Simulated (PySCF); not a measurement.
C6H11N.
Numbering: `[CH:1]1=[CH:2][CH2:3][CH2:4][NH:5][CH2:6][CH2:7]1` (hydrogens: H8 on C1; H9 on C2; H10, H11 on C3; H12, H13 on C4; H14 on N5; H15, H16 on C6; H17, H18 on C7)

Structure used (GFN2-xTB), in Å, numbered top down from 1:
```xyz
18
C6H11N angstrom
C      1.135    1.152   -0.336
C     -0.110    1.595   -0.421
C     -1.293    0.917    0.208
C     -1.476   -0.535   -0.270
N     -0.555   -1.504    0.285
C      0.829   -1.356   -0.114
C      1.543   -0.092    0.399
H      1.929    1.703   -0.822
H     -0.317    2.501   -0.974
H     -1.173    0.910    1.298
H     -2.200    1.478   -0.022
H     -1.381   -0.575   -1.359
H     -2.483   -0.871   -0.004
H     -0.619   -1.492    1.300
H      1.360   -2.237    0.259
H      0.863   -1.375   -1.207
H      1.318    0.024    1.466
H      2.620   -0.235    0.302
```

Computed at PBE0/pcSseg-1 (PySCF, non-relativistic), with Q(14N) = 0.02044 b: N5, 14N (I = 1): χzz = -6.075 MHz, η = 0.061.

Where would the pure quadrupole (NQR) lines of 14N at N5 fall for the rigid, isolated species?

From ν± = (3/4)|χ|(1 ± η/3) and ν0 = |χ|η/2: ν+ 4.650 MHz, ν− 4.463 MHz, ν0 0.186 MHz (secondary amine nitrogen).

In a crystal, neighbours and librations shift these lines. GFN2-xTB bond lengths can be off by several hundredths of an ångström, more for odd bonds, and the gradients follow them. The basis is small and wasn't made for field gradients, so the couplings can be 20 % off.

These values come from a run that also computed NMR shieldings. On one thread of an Arm Neoverse N1, on a shared host, this took 43 s.

One conformer stands for the species.
